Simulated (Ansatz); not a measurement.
Single points on the cluster Cu3Cl6⁺.

```yaml
crystal:
  periodic: [false, false, false]
  atoms:
    - {symbol: Cu, position_ang: [1.979122, 0.922103, 0.625470]}
    - {symbol: Cu, position_ang: [-1.718222, -0.858514, -0.635145]}
    - {symbol: Cu, position_ang: [0.917328, -0.406140, -1.410576]}
    - {symbol: Cl, position_ang: [-3.430666, -1.115453, 0.783665]}
    - {symbol: Cl, position_ang: [3.518179, 1.736600, 1.790049]}
    - {symbol: Cl, position_ang: [3.047871, -0.206430, -0.963070]}
    - {symbol: Cl, position_ang: [-3.347645, 0.536254, 2.057920]}
    - {symbol: Cl, position_ang: [-0.265511, 0.845759, 0.230896]}
    - {symbol: Cl, position_ang: [-0.700456, -1.454181, -2.479218]}
basis:
  gaussian: {orbitals: def2-SVP, initial_orbitals: start.molden}
total_charge: 1
hamiltonian: {xc: pbe0, dispersion: d4}
scf: {omitted_lower_state_checks: [starts]}
output: {orbitals: {seedname: orbitals}}
```

The file start.molden holds the orbitals of an earlier run on this structure, at another level or in another basis.

```sh
$ ansatz run in.yaml --threads 4 --pin off --events-out ev --progress --plain --max-ram 4787MiB
```

It prints (some lines left out):

```
Functional definition: PBE0
2010 factors; integrals over basis functions are off by at most 8.9e-4 eV
mean field evaluation 1: about -208967.0531 eV, gradient 1.8e1 eV
mean field evaluation 2: about -208967.7150 eV, gradient 7.6e-1 eV
mean field evaluation 4: about -208968.1090 eV, gradient 8.6e-3 eV
mean field -208968.10898888 eV, -7679.4363616699 hartree, gradient 4.7e-5 eV, S^2 0.000000; 0 other end points of the search recorded, 0 dependent functions left out
reference -208968.10905791 eV, -7679.4363642066 hartree; 94, 94 occupied and 107, 107 virtual orbitals, 2010 factors
Total energy: -208968.59613637 eV, -7679.4542640097 hartree
Checks for a lower state left out: starts
```

Hardware: 4 threads of Intel Xeon on a shared host. Wall time 12 s, peak host memory 0.85 GiB.

The first input with `gaussian: {orbitals: def2-TZVP, initial_orbitals: start.molden}`, `hamiltonian: {xc: {name: BHLYP}, dispersion: d4}` (abridged; 30 s):

```
Functional definition: BHLYP
mean field -209051.59007714 eV, -7682.5042350777 hartree, gradient 5.5e-5 eV, S^2 0.000000
Total energy: -209052.44417253 eV, -7682.5356225044 hartree
Checks for a lower state left out: starts
```

The first input with `gaussian: {orbitals: def2-TZVP, initial_orbitals: start.molden}`, `hamiltonian: {xc: hf}` (abridged; 31 s):

```
Functional definition: HF
mean field -208810.46723322 eV, -7673.6431340025 hartree, gradient 1.9e-5 eV, S^2 0.000000
Total energy: -208810.46723322 eV, -7673.6431340025 hartree
Checks for a lower state left out: starts
```

As the first input, with `gaussian: {orbitals: STO-3G}`, `hamiltonian: {xc: hf}` (abridged; 19 s):

```
Functional definition: HF
mean field evaluation 16: about -206484.7207 eV, gradient 1.1e0 eV
mean field evaluation 32: about -206484.9276 eV, gradient 2.8e-3 eV
mean field -206484.92761472 eV, -7588.1811293302 hartree, gradient 7.5e-6 eV, S^2 0.000000
Total energy: -206484.92761472 eV, -7588.1811293302 hartree
Checks for a lower state left out: starts
```

The first input with `hamiltonian: {xc: pbe, dispersion: d4}` (abridged; 4.7 s):

```
Functional definition: PBE
mean field -208962.87582760 eV, -7679.2440465400 hartree, gradient 2.7e-5 eV, S^2 0.000000
Total energy: -208963.43068250 eV, -7679.2644370814 hartree
Checks for a lower state left out: starts
```

First input, but with `gaussian: {orbitals: def2-TZVP, initial_orbitals: start.molden}`, `hamiltonian: {xc: pbe, dispersion: d4}`, `output: {forces: true, orbitals: {seedname: orbitals}}` (abridged; 12 s):

```
Functional definition: PBE
mean field -209009.24702447 eV, -7680.9481565934 hartree, gradient 1.3e-5 eV, S^2 0.000000
Total energy: -209009.80185540 eV, -7680.9685462538 hartree
Atom 0 force     0.013494     0.007783     0.002740 eV/Å
Atom 1 force    -0.108968    -0.137592    -0.024135 eV/Å
Atom 2 force     0.131472    -0.087726    -0.041502 eV/Å
Atom 3 force     0.181778     0.665104     0.358907 eV/Å
Atom 4 force    -0.094101    -0.061760    -0.089319 eV/Å
Atom 5 force    -0.208833     0.041982     0.026902 eV/Å
Atom 6 force    -0.068291    -0.611696    -0.433426 eV/Å
Atom 7 force     0.116838     0.044360     0.015489 eV/Å
Atom 8 force     0.036611     0.139545     0.184345 eV/Å
Dipole moment:    -0.703305    -0.193357     0.052964 e Å
Checks for a lower state left out: starts
```

The first input with `correlation: {method: mp2, frozen_orbitals: {Cl: 5, Cu: 9}}` and without the key `hamiltonian` (abridged; 40 s):

```
Functional definition: HF
mean field -208766.30271778 eV, -7672.0201179962 hartree, gradient 2.9e-6 eV, S^2 0.000000; unrestricted orbitals would lower it
mean field evaluation 16: about -208768.5182 eV, gradient 4.8e0 eV
unrestricted determinant -208769.43100522 eV, -7672.1350804390 hartree, S^2 0.9957
57 core orbitals not correlated: weight in the atoms' cores, before any rotation towards them, 1.000 or more for the frozen orbitals, at most 0.000 for the correlated occupied ones
second order -50.83929180 eV of doubles, -0.00000000 eV of singles
Total energy: -208817.14200959 eV, -7673.8884275098 hartree
Checks for a lower state left out: starts
```

Geometry: r2SCAN-D4/def2-SVP.

Correlated methods freeze 57 core orbitals. The restricted singlet is unstable towards broken spin symmetry at other levels; at PBE0-D4/def2-SVP, BHLYP-D4/def2-TZVP, PBE-D4/def2-TZVP this wasn't settled. The restricted singlet is unstable towards broken spin symmetry in Hartree–Fock (as tested in another run); at HF/def2-TZVP, HF/STO-3G this wasn't settled. At PBE-D4/def2-SVP, MP2/def2-SVP the restricted singlet (for correlated methods, its reference) is unstable: a solution with broken spin symmetry lies lower. In the singlet, Cl4 and Cl7 lie 2.09 Å apart (atoms count from 1), so these atoms are partly bonded to each other. Another isomer (singlet) lies 0.44 eV lower at PBE0-D4/def2-TZVP; other spin states weren't run for this one.
